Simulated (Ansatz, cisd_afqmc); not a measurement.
Species: SiBr, charge 1, singlet. SiBr+ (parent SMILES [Si]Br, singlet).
B3LYP-D3(BJ)/def2-TZVP minimum from Ansatz (a quantum-chemistry and plane-wave program):
```
Si
Br 1 2.1224
```
Charge +1, spin multiplicity 1.

Total energies in def2-TZVPP, 10 correlated electrons, 19 frozen orbitals. Open shells are spin-unrestricted; no spin-orbit coupling. Cores are frozen in correlated methods (noble-gas shells, and filled d and f shells in the p block). No relativity. AFQMC/CISD: phaseless, guided by CISD from CCSD amplitudes; bars are statistical, one sigma. Outlying blocks are dropped, and bars are widened where a walk drifts. Over all cases where full CI ran beside it in this data, AFQMC minus full CI had a median of +0.1 mEh and passed +0.4 mEh in a tenth of the cases. Spin-orbit terms, left out, reach several kcal/mol for Br and I, and more for heavier atoms. The spin of BrSi+ (parent SMILES [Si]Br, singlet) was assumed, and the state is the lowest solution found for it.

```tsv
method	program	energy (Eh)	minus CCSDT(Q) (mEh)
HF	Ansatz	-2861.08578	270.17
MP2	Ansatz	-2861.31623	39.72
CCSD	Ansatz	-2861.34128	14.67
CCSD(T)	Ansatz	-2861.35412	1.83
CCSDT(Q)	Ansatz	-2861.35595	0.00
AFQMC/CISD	cisd_afqmc	-2861.3557 ± 0.0004	0.3 ± 0.4
```

Rough core times of Ansatz's runs on a shared machine: CCSD(T) under 20 s, CCSDT(Q) 80 s.
